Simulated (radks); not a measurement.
Question: Radial electron density D(r) = 4 pi r^2 rho(r) of an atom or ion with 1 electrons. Method: scalar-relativistic Kohn-Sham, B86b exchange with PBE correlation, spin-polarised, spherical densities, finite nucleus; Fermi nuclear charge, rms radius of each element as measured or else 0.836 A^(1/3) + 0.57 fm; computed with a radial shooting solver on a logarithmic mesh with Libxc functionals.

```
   r/bohr * D(r) (the largest magnitude, 2.15, reaches the edge; | marks zero)
  0.01706 | *
  0.01833 | *
  0.01986 | *
  0.02134 |  *
  0.02312 |  *
  0.02484 |  *
  0.02691 |   *
  0.02892 |   *
  0.03133 |    *
  0.03367 |     *
  0.03618 |     *
   0.0392 |      *
  0.04212 |       *
  0.04563 |         *
  0.04904 |          *
  0.05312 |           *
  0.05709 |             *
  0.06185 |              *
  0.06646 |                *
    0.072 |                  *
  0.07737 |                    *
  0.08382 |                       *
  0.09007 |                         *
   0.0968 |                           *
   0.1049 |                              *
   0.1127 |                                 *
   0.1221 |                                    *
   0.1312 |                                       *
   0.1421 |                                         *
   0.1527 |                                            *
   0.1654 |                                               *
   0.1778 |                                                 *
   0.1926 |                                                   *
    0.207 |                                                    *
   0.2224 |                                                     *
    0.241 |                                                      *
    0.259 |                                                      *
   0.2805 |                                                     *
   0.3015 |                                                    *
   0.3266 |                                                  *
   0.3509 |                                               *
   0.3802 |                                            *
   0.4086 |                                        *
   0.4426 |                                    *
   0.4756 |                                *
   0.5152 |                           *
   0.5537 |                       *
    0.595 |                   *
   0.6446 |               *
   0.6927 |           *
   0.7504 |        *
   0.8064 |      *
   0.8736 |    *
   0.9388 |  *
    1.017 | *
    1.093 |*
    1.184 |*
    1.272 *
    1.378 *
    1.481 *
```

What is the nuclear charge?

Answer: Z = 4. The innermost maximum, from 1s, lies near gamma/Z bohr with gamma = sqrt(1 - (Z/c)^2) = 1.000, here 0.25 bohr (found: 0.249), and its height grows with Z. The density is that of the beryllium ion Be3+ in 1s1; the configuration itself is not fixed sharply by these data. D(r) has 1 maximum, at r = 0.249 bohr.
